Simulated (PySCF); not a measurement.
# NaIn: script and output

Input:

```python
from pyscf import gto, dft

mol = gto.M(
    atom='Na 0 0 0; In 0 0 2.965',
    basis='def2-svp',
    ecp={'In': 'def2-svp'},
    charge=0,
    spin=0,
    symmetry=True,
    verbose=4,
)
mf = dft.RKS(mol, xc='mn15l')
mf.kernel()
mf.dip_moment()
print('orbital energies (hartree):', mf.mo_energy[..., max(0, mol.nelec[1]-3):mol.nelec[0]+3].round(4))
```

```bash
$ python input.py
```

Output (some set-up lines and the per-cycle HOMO/LUMO lines with their warnings removed):

```
PySCF version 2.14.0

[INPUT] Symbol           X                Y                Z      unit          X                Y                Z       unit  Magmom
[INPUT]  1 Na     0.000000000000   0.000000000000   0.000000000000 AA    0.000000000000   0.000000000000   0.000000000000 Bohr   0.0
[INPUT]  2 In     0.000000000000   0.000000000000   2.965000000000 AA    0.000000000000   0.000000000000   5.603037959335 Bohr   0.0

nuclear repulsion = 41.2276343077639
point group symmetry = Coov
symmetry origin: [0.         0.         4.57581433]
symmetry axis x: [1. 0. 0.]
symmetry axis y: [0. 1. 0.]
symmetry axis z: [0. 0. 1.]
num. orbitals of irrep A1 = 17
num. orbitals of irrep E1x = 9
num. orbitals of irrep E1y = 9
num. orbitals of irrep E2x = 3
num. orbitals of irrep E2y = 3
number of shells = 17
number of NR pGTOs = 94
number of NR cGTOs = 41
basis = def2-svp
ecp = {'In': 'def2-svp'}

******** <class 'pyscf.dft.rks_symm.SymAdaptedRKS'> ********
method = SymAdaptedRKS
initial guess = minao
damping factor = 0
level_shift factor = 0
DIIS = <class 'pyscf.scf.diis.CDIIS'>
SCF conv_tol = 1e-09
SCF max_cycles = 50
XC functionals = mn15l

grids dens level: 3
Freeze 0 electrons in irreps []
    32 free electrons in irreps A1 E1x E1y E2x E2y
Initial guess from minao.
tot grids = 39976
init E= -330.75106692412
cycle= 1 E= -350.872728062043  delta_E= -20.1  |g|= 1.67  |ddm|= 12.4
cycle= 2 E= -349.931362828619  delta_E= 0.941  |g|= 2.74  |ddm|= 5.92
cycle= 3 E= -351.605035744143  delta_E= -1.67  |g|= 0.113  |ddm|= 3.09
cycle= 4 E= -351.522182573946  delta_E= 0.0829  |g|= 0.249  |ddm|= 1.46
cycle= 5 E= -351.623640046682  delta_E= -0.101  |g|= 0.0238  |ddm|= 1.14
cycle= 6 E= -351.624252863743  delta_E= -0.000613  |g|= 0.0173  |ddm|= 0.236
cycle= 7 E= -351.624735845571  delta_E= -0.000483  |g|= 0.00116  |ddm|= 0.121
cycle= 8 E= -351.62473687998  delta_E= -1.03e-06  |g|= 0.000446  |ddm|= 0.0134
cycle= 9 E= -351.624737143297  delta_E= -2.63e-07  |g|= 8.03e-05  |ddm|= 0.00375
cycle= 10 E= -351.624737144804  delta_E= -1.51e-09  |g|= 4.69e-05  |ddm|= 0.00027
cycle= 11 E= -351.624737148753  delta_E= -3.95e-09  |g|= 5.22e-06  |ddm|= 0.00021
cycle= 12 E= -351.624737148771  delta_E= -1.73e-11  |g|= 4.16e-06  |ddm|= 3.92e-05
Extra cycle  E= -351.624737148759  delta_E= 1.22e-11  |g|= 4.44e-06  |ddm|= 1.71e-05
converged SCF energy = -351.624737148759
Dipole moment(X, Y, Z, Debye):  0.00000,  0.00000, -1.47463
orbital energies (hartree): [-0.7001 -0.3065 -0.1078 -0.0948 -0.0948 -0.0564]
```

In short: E(SCF) = -351.624737 Eh, 12 cycles, μz(SCF) = -1.47 D.

Wall time 3 s on one thread of a shared host.

Stability towards an unrestricted solution was not tested. The bond length is a typed value, not an optimised one.
